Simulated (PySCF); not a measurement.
CH₆ClNSi₃. Atoms are numbered in the order given.

```xyz
12

Cl    -2.3680     0.4969    -1.0728
Si    -1.0063     0.2410     0.4768
C     -0.3511    -1.5707     0.3957
N      0.8761    -1.8754     0.2704
Si     2.1765    -0.6706     0.1366
Si     1.0190     1.3876     0.1940
H     -1.7364     0.4672     1.7596
H     -1.0901    -2.3980     0.4531
H      2.9178    -0.9338    -1.1299
H      3.0962    -0.8604     1.2958
H      1.0407     2.1675    -1.0777
H      1.3526     2.2500     1.3664
```

Coordinates come from a PBE0-D3(BJ)/def2-SVP optimisation. The structure was generated by enumeration; whether it is a known compound was not checked.

The numbers are results of PySCF with TDDFT-PBE0/def2-SVPD, not measurements.

Vertical excitations. Isolated molecule, no solvent.

```json
[
 {"state": "S1", "energy (eV)": "3.22", "λ (nm)": "385", "f": "0.000", "main pairs": "HOMO→LUMO 94 %"},
 {"state": "S2", "energy (eV)": "4.53", "λ (nm)": "274", "f": "0.003", "main pairs": "HOMO→LUMO+1 84 %"},
 {"state": "S3", "energy (eV)": "4.97", "λ (nm)": "250", "f": "0.028", "main pairs": "HOMO→LUMO+2 85 %"},
 {"state": "S4", "energy (eV)": "5.04", "λ (nm)": "246", "f": "0.010", "main pairs": "HOMO−1→LUMO 92 %"},
 {"state": "S5", "energy (eV)": "5.93", "λ (nm)": "209", "f": "0.002", "main pairs": "HOMO−2→LUMO 88 %"},
 {"state": "S6", "energy (eV)": "5.95", "λ (nm)": "208", "f": "0.062", "main pairs": "HOMO→LUMO+3 57 %, HOMO→LUMO+4 23 %, HOMO−1→LUMO+1 15 %"},
 {"state": "S7", "energy (eV)": "6.01", "λ (nm)": "206", "f": "0.002", "main pairs": "HOMO−1→LUMO+1 49 %, HOMO→LUMO+4 45 %"},
 {"state": "S8", "energy (eV)": "6.10", "λ (nm)": "203", "f": "0.085", "main pairs": "HOMO→LUMO+3 33 %, HOMO→LUMO+4 27 %, HOMO−1→LUMO+1 23 %, HOMO−2→LUMO 5 %"},
 {"state": "S9", "energy (eV)": "6.21", "λ (nm)": "200", "f": "0.023", "main pairs": "HOMO−1→LUMO+2 77 %, HOMO−3→LUMO 12 %"},
 {"state": "S10", "energy (eV)": "6.42", "λ (nm)": "193", "f": "0.035", "main pairs": "HOMO→LUMO+5 73 %, HOMO−4→LUMO 15 %"},
 {"state": "T1", "energy (eV)": "2.59", "λ (nm)": "478", "f": "0", "main pairs": "HOMO→LUMO 90 %"},
 {"state": "T2", "energy (eV)": "4.25", "λ (nm)": "292", "f": "0", "main pairs": "HOMO→LUMO+1 78 %"},
 {"state": "T3", "energy (eV)": "4.50", "λ (nm)": "276", "f": "0", "main pairs": "HOMO→LUMO+2 91 %"},
 {"state": "T4", "energy (eV)": "4.63", "λ (nm)": "268", "f": "0", "main pairs": "HOMO−3→LUMO 46 %, HOMO−1→LUMO 9 %, HOMO−2→LUMO 9 %, HOMO−7→LUMO 8 %"}
]
```
Triplets are in the Tamm–Dancoff approximation, which puts them higher than full response would, so one can lie above its singlet here.
